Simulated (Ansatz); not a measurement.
Geometry optimisation, RKS B3LYP-D4/def2-SVP in Ansatz 0.2.0.

The input (input.yaml):

```yaml
crystal:
  periodic: [false, false, false]
  atoms:
    - { symbol: Si, position_ang: [-1.426707, -0.17425, -0.136484] }
    - { symbol: C, position_ang: [1.141632, 0.471273, 1.640614] }
    - { symbol: H, position_ang: [-2.784916, -0.636745, -0.546652] }
    - { symbol: H, position_ang: [-1.280014, -0.550253, 1.290416] }
    - { symbol: Si, position_ang: [0.103131, -1.172315, -1.627363] }
    - { symbol: H, position_ang: [0.562922, 1.25546, 1.159093] }
    - { symbol: Se, position_ang: [-1.533597, 2.103475, -0.514638] }
    - { symbol: H, position_ang: [2.119758, 0.878994, 1.941883] }
    - { symbol: H, position_ang: [0.60744, 0.115254, 2.534843] }
    - { symbol: H, position_ang: [1.314833, -0.372242, 0.955201] }
    - { symbol: H, position_ang: [1.423579, -0.478616, -1.583796] }
    - { symbol: H, position_ang: [-0.450621, -1.079906, -3.01129] }
    - { symbol: H, position_ang: [0.299079, -2.61179, -1.270887] }
    - { symbol: H, position_ang: [-0.096619, 2.25176, -0.830939] }
basis:
  gaussian: { orbitals: def2-SVP }
hamiltonian:
  xc: b3lyp
  dispersion: d4
relax:
  f_tol: 0.03
  max_steps: 50
```

Run as:

```bash
$ ansatz run input.yaml --threads 4 --pin off --max-ram 5120MiB --backend cpu --events-out ev --progress --plain --runs-dir out
```

Question: Where does it end, and by what steps?

Answer: The forces met the threshold. The force dipped under the threshold on the way, but the program's further checks kept it going. After 19 steps the energy has fallen by 0.183 eV; H6 moved furthest, 0.63 Å.

| step | energy less start (eV) | largest force component (eV/Å) | accepted |
| --- | --- | --- | --- |
| 0 | 0.0000 | 0.643 | yes |
| 1 | -0.1321 | 0.156 | yes |
| 2 | -0.0744 | 0.788 | no |
| 3 | -0.1614 | 0.229 | yes |
| 4 | -0.1713 | 0.070 | yes |
| 5 | -0.1730 | 0.054 | yes |
| 6 | -0.1764 | 0.031 | yes |
| 7 | -0.1736 | 0.382 | no |
| 8 | -0.1778 | 0.022 | yes |
| 9 | -0.1773 | 0.147 | no |
| 10 | -0.1786 | 0.063 | yes |
| 11 | -0.1790 | 0.067 | yes |
| 12 | -0.1794 | 0.098 | yes |
| 13 | -0.1801 | 0.059 | yes |
| 14 | -0.1807 | 0.012 | yes |
| 15 | -0.1813 | 0.048 | yes |
| 16 | -0.1814 | 0.069 | yes |
| 17 | -0.1818 | 0.044 | yes |
| 18 | -0.1822 | 0.003 | yes |
| 19 | -0.1825 | 0.027 | yes |

```xyz
14
Properties=species:S:1:pos:R:3
Si -1.642 -0.235 -0.391
C 1.393 0.640 1.880
H -3.033 -0.620 -0.768
H -1.441 -0.549 1.054
Si -0.059 -1.319 -1.749
H 0.596 1.390 1.776
Se -1.561 2.039 -0.801
H 2.305 1.121 2.259
H 1.069 -0.140 2.584
H 1.602 0.184 0.900
H 1.272 -0.672 -1.555
H -0.460 -1.180 -3.179
H 0.056 -2.769 -1.407
H -0.099 2.110 -0.603
```

Run time: 84 s on 4 threads of Arm Neoverse N1 (shared host), peak memory 0.36 GiB.
